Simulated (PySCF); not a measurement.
## How methods differ on the excitation energy of S

S [Ne] 3s2 3p4 (3P) → S [Ne] 3s1 3p5 (3P), as a difference of total energies. Computed with PySCF 2.14 in dyall-acv3z (19s12p6d4f, 113 functions), with no relativity, point nucleus. Correlated levels: valence: [Ne] frozen; virtual orbitals above 40 to 60 times the deepest correlated orbital energy dropped. The calculations carry no spin-orbit coupling.

```tsv
method	excitation energy (cm⁻¹)
UHF	92486
MP2 (valence)	84081
SCS-MP2 (valence)	83150
CCSD (valence)	76378
CCSD(T) (valence)	72165
```

Errors of the correlated levels include the incompleteness of this basis and the frozen core.

The coupled-cluster amplitudes are large for the upper state (T1 above 0.03 or a double amplitude above 0.15), so a single reference is strained.

Question: Which method comes closest to the reference value, and which is furthest?

Answer: The reference is 72008 cm⁻¹ (measured; NIST levels, between the centres of gravity of the two terms). Closest: CCSD(T) (valence) (error 157.17 cm⁻¹); furthest: UHF (error 20477 cm⁻¹).
